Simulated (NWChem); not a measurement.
# A calculation on CH$_{2}$Cl (+1)

```xyz
4

C      0.0000     0.0000    -1.0492
Cl     0.0000     0.0000     0.5575
H      0.9708     0.0000    -1.5911
H     -0.9708     0.0000    -1.5911
```
Charge +1, spin multiplicity 1.

Everything below was run with NWChem. All single points use one geometry, from PBE/def2-SVP, a minimum by its harmonic frequencies.

Symmetry labels belong to the abelian group C2v used in the runs, with the axes of the coordinates shown.

The spin multiplicity of the parent species was assumed, not shown to be that of its ground state. The structure started from a generated list of species.

**Question.** List the lowest 6 singlet excitations that TD-PBE/def2-SVPD gives, with oscillator strengths.

**Answer.** 
```csv
state,symmetry,energy (eV),wavelength (nm),f
1,a2,3.14,395,0.000
2,a1,7.20,172,0.145
3,b2,7.52,165,0.000
4,a2,7.56,164,0.000
5,b1,9.05,137,0.002
6,b1,10.30,120,0.004
```
